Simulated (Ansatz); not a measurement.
Consider the ligand exchange at the Sn–Cl bond: `[F][Sn]([F])([F])[Cl]` + NH₃ → `[NH2][Sn]([F])([F])[F]` + HCl.

Gas-phase electronic energies from Ansatz, PBE0-D4/def2-TZVP geometries. CBS: MP2 limit from def2 TZ/QZ plus the TZ coupled-cluster correction, frozen cores. This one scheme is used for every species. Functionals use def2-TZVPP. B3LYP here is the variant with VWN-RPA as its local correlation; programs differ in this. Elements past krypton have def2 core potentials. For Sn outer-core shells are correlated without core-valence functions, which leaves a few kJ/mol of doubt a bond. Each species was taken in one conformer, which may not be the lowest.

```json
{"level": "PBE0-D4", "ΔE (kJ/mol)": "67.7"}
{"level": "B3LYP-D4", "ΔE (kJ/mol)": "66.8"}
{"level": "r2SCANh-D4", "ΔE (kJ/mol)": "69.1"}
{"level": "PBE-QIDH", "ΔE (kJ/mol)": "65.6"}
{"level": "BLYP", "ΔE (kJ/mol)": "66.2"}
{"level": "HF/def2-SVP", "ΔE (kJ/mol)": "73.4"}
{"level": "MP2/def2-QZVPP", "ΔE (kJ/mol)": "63.6"}
{"level": "HF/CBS(def2)", "ΔE (kJ/mol)": "75.7"}
```

Problem. What does CCSD(T)/CBS give? (Best estimate.)

Solution. The calculation gave: +63.9 kJ/mol. The listed levels differ from it by 3.8, 2.9, 5.2, 1.7, 2.3, 9.5, -0.3, 11.8 kJ/mol.

Largest T1 diagnostic among the species: 0.014.

Leaving LDA and LC-ωPBE aside and taking each functional with its dispersion term where it has one, the values, not all of them listed here, spread over 10.6 kJ/mol, from CAM-B3LYP-D4 to B97M-V. LDA lies −6.6 kJ/mol from PBE without D4. In def2-TZVPP, CCSD(T) changes the Hartree–Fock value by −14.3 kJ/mol (the triples alone add −0.6 kJ/mol) and MP2 by −13.3 kJ/mol.
